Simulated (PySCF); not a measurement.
Excitations are Tamm–Dancoff values on a coarser integration grid. The basis has no diffuse functions, so Rydberg states are missing or too high.

## H$_{6}$InN$_{3}$, SMILES `[NH2][In]([NH2])[NH2]` (charge 0, multiplicity 1)

Calculation: PySCF with PBE-D3(BJ)/def2-TZVP // PBE0-D3(BJ)/def2-TZVP.

```
Quantity                                        Result
----------------------  ------------------------------
HOMO                                          -5.37 eV
dipole moment                                   0.93 D
HOMO–LUMO gap                                  3.87 eV
LUMO                                          -1.50 eV
S1 excitation (TDA)                            4.15 eV
S1 oscillator strength                           0.021
T1 excitation (TDA)                            3.65 eV
S1–T1 gap (TDA)                                0.50 eV
total energy                               -9738.90 eV
cost                    around 60 core-seconds (rough)
```

```xyz
10

N     -0.2062     1.9649    -0.4867
In    -0.0012     0.0019    -0.0286
N     -1.5911    -1.2491    -0.1405
N      1.8370    -0.7469     0.3830
H     -1.1099     2.3780    -0.3055
H      0.5051     2.5818    -0.1206
H     -1.5156    -2.1084     0.3853
H     -2.4977    -0.8430     0.0423
H      2.6194    -0.2291     0.0081
H      1.9737    -1.7250     0.1696
```
